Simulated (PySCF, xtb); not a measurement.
2-pyridin-2-yl-1,3-thiazole (C8H6N2S), SMILES c1ccc(-c2nccs2)nc1. One conformer was computed; it need not be the lowest.

Harmonic wavenumbers (cm⁻¹) from xtb with GFN2-xTB at its own minimum, in rising order: 32, 93, 128, 227, 310, 365, 382, 415, 518, 588, 609, 609, 681, 704, 752, 756, 769, 835, 874, 886, 918, 934, 948, 1013, 1059, 1093, 1125, 1129, 1167, 1237, 1259, 1290, 1327, 1404, 1428, 1432, 1541, 1563, 1575, 3057, 3073, 3088, 3098, 3135, 3172.

### Question
What does PySCF 2.14.0 with PBE0-D3(BJ)/def2-SVP give at its own minimum? (The exact figures need the calculation; the answer reports its results.)

### Answer
10, 106, 150, 252, 330, 404, 414, 473, 564, 620, 652, 664, 730, 742, 759, 790, 822, 902, 910, 924, 994, 1014, 1025, 1032, 1077, 1086, 1127, 1167, 1193, 1300, 1340, 1365, 1383, 1468, 1501, 1523, 1598, 1659, 1677, 3176, 3207, 3221, 3235, 3237, 3287. Paired by order, the mean absolute difference is 57 cm⁻¹ and the zero-point energies are 75.2 and 78.8 kcal/mol.
